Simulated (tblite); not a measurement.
A tight-binding relaxation on `[SiH3]C[SiH2]C[SiH2]Br`.

Computed with GFN2-xTB geometry optimisation, gas phase (tblite 0.8.0). Start geometry: from a force field or distance geometry. The input is one job of a driver script: a line of settings, then coordinates in Å.

Command:
```bash
OMP_NUM_THREADS=1 python probes_run.py task.json out
```

Input:
```
{"job": {"kind": "relax", "xc": "GFN2-xTB", "basis": "xTB"}, "charge": 0, "multiplicity": 1}
Si    -2.636500     0.500200     0.579500
C     -1.654000    -0.882600    -0.199200
Si    -0.040700    -0.147800    -0.764400
C      1.420000    -0.735200     0.221500
Si     2.711200     0.609900     0.086100
Br     4.486100     0.219100     1.376900
H     -4.003200     0.412300    -0.012100
H     -2.675400     0.314100     2.032600
H     -1.980900     1.771500     0.204400
H     -1.501700    -1.723700     0.520500
H     -2.211000    -1.217100    -1.100600
H      0.184900    -0.427400    -2.180200
H     -0.097100     1.329700    -0.612900
H      1.775000    -1.667500    -0.258800
H      1.104900    -0.882500     1.289000
H      3.104500     0.670900    -1.323400
H      2.007000     1.868200     0.430300
```

Output:
```
step      E/eV     max force
  0    -521.79732    1.117
  1    -521.89673    0.615
  2    -521.95638    0.659
  3    -522.00805    0.680
  4    -522.06612    0.567
  5    -522.09582    0.378
  6    -522.12079    0.452
  7    -522.14453    0.427
  8    -522.16158    0.312
  9    -522.17319    0.222
... (128 lines left out)
138    -522.41567    0.016
139    -522.41573    0.016
140    -522.41578    0.014
141    -522.41582    0.017
142    -522.41586    0.014
143    -522.41591    0.015
144    -522.41596    0.014
145    -522.41600    0.012
146    -522.41602    0.013
147    -522.41604    0.010
```

«max force» is the largest atomic force in eV/Å.

**Question.** From which step on does the largest force stay under 0.1 eV/Å, and how much energy is left to gain from there?

**Answer.** From step 123 (0.034 eV/Å), 3.4 meV above the end.

Summary of the converged run: energy lowered by 14.3 kcal/mol over 147 steps; largest atomic force 0.010 eV/Å at the end.

**Question.** Give the final coordinates.

**Answer.** 0.778 Å rms from the input after alignment:
```
atom  x, y, z in Å
Si1   -2.6108    0.2108    0.8366
C2    -1.7541   -0.6841   -0.6062
Si3   -0.0450   -0.0216   -1.0863
C4     1.1768   -0.3033    0.3438
Si5    2.8575    0.5025    0.0767
Br6    4.1320    0.0461    1.8420
H7    -3.9133   -0.4081    1.0935
H8    -1.7932    0.1107    2.0492
H9    -2.7895    1.6220    0.4873
H10   -1.6700   -1.7445   -0.3651
H11   -2.4012   -0.6271   -1.4815
H12    0.4700   -0.7154   -2.2770
H13   -0.1031    1.4163   -1.3815
H14    1.3093   -1.3758    0.4972
H15    0.7390    0.0807    1.2666
H16    3.5923   -0.0537   -1.0501
H17    2.7963    1.9565    0.0437
```

**Question.** How long does this job take on one thread of an Arm Neoverse V1, shared host with 32 logical CPUs at a one-minute load of 10?

**Answer.** About 1.4 s.
Labels such as C1 count atoms from 1, the log's own numbers from 0.
